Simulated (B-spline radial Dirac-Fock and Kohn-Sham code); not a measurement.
Model: relaxed Dirac-Fock hole states (ΔSCF) with Breit and QED corrections and a finite nucleus. Program: an atomic code on a B-spline grid. No correlation.

Q: An atom or ion in its tabulated ground configuration has these computed binding energies (the last is its least bound level). Which is it?

```
level  binding energy (eV)
   1s              59552.3
3p1/2               2255.0
3p3/2               2047.4
3d5/2               1632.2
   4s                635.2
4d5/2                341.8
   4f                161.3
```

A: Tm⁹⁺: Z = 69 with 60 electrons, [Kr] 4d10 4f11 5s2 5p1. The hydrogen-like estimate √(E/Ry) = 66.2 for the K level lies 2.8 below Z (screening lowers it, relativity raises it); the outermost level, at 161.3 eV, fixes the charge.
